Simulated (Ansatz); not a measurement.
Consider the redistribution: `[NH2][Ga]([F])[Cl]` + `O[Si](F)(Cl)Br` → `[OH][Ga]([F])[Cl]` + `N[Si](F)(Cl)Br`.

Computed with Ansatz on PBE0-D4/def2-TZVP structures; ΔE is electronic, products minus reactants. CBS: MP2 limit from def2 TZ/QZ plus the TZ coupled-cluster correction, frozen cores. DFT in def2-TZVPP. For Br, Ga outer-core shells are correlated without core-valence functions, which leaves a few kJ/mol of doubt a bond. Scalar relativity is left out up to krypton. One conformer a species, not always the lowest.

`[NH2][Ga]([F])[Cl]`:

Z-matrix (Å, degrees):
```
N
Ga 1 1.791
H 1 1.005 2 121.8
H 1 1.005 2 122.2 3 -159.9
F 2 1.743 1 119.0 3 -11.1
Cl 2 2.117 1 124.0 3 171.5
```

`O[Si](F)(Cl)Br`:

```xyz
6

O    -0.061    1.187   -0.603
Si    0.018   -0.180    0.250
F    -1.321   -0.425    1.052
Cl    0.273   -1.791   -0.954
Br    1.645    0.020    1.681
H    -0.554    1.189   -1.426
```

`[OH][Ga]([F])[Cl]`:

Z-matrix (Å, degrees):
```
Ga
O 1 1.761
Cl 1 2.115 2 124.1
F 1 1.733 2 117.4 3 180.0
H 2 0.961 1 113.2 3 0.0
```

`N[Si](F)(Cl)Br`:

Z-matrix (Å, degrees):
```
Si
F 1 1.585
Cl 1 2.029 2 105.7
N 1 1.676 2 114.8 3 120.1
Br 1 2.194 2 105.5 3 -119.3
H 4 1.005 1 122.7 2 82.4
H 4 1.005 1 122.5 2 -85.9
```

```tsv
species	PBE energy (Eh)
`[NH2][Ga]([F])[Cl]`	-2540.42099
`O[Si](F)(Cl)Br`	-3498.95292
`[OH][Ga]([F])[Cl]`	-2560.29572
`N[Si](F)(Cl)Br`	-3479.06914
```

**Question.** Work out ΔE.

**Answer.** ΔE = (-2560.29572) + (-3479.06914) − (-2540.42099) − (-3498.95292) = 0.00905 Eh = +23.8 kJ/mol. CCSD(T)/CBS gives +30.7 kJ/mol.

Largest T1 diagnostic among the species: 0.014.

Leaving LDA and LC-ωPBE aside and taking each functional with its dispersion term where it has one, the values, not all of them listed here, spread over 8.0 kJ/mol, from revPBE-D4 to BHLYP-D4. LDA lies +4.1 kJ/mol from PBE without D4. In def2-TZVPP, CCSD(T) changes the Hartree–Fock value by −3.3 kJ/mol (the triples alone add −1.0 kJ/mol) and MP2 by −4.2 kJ/mol.
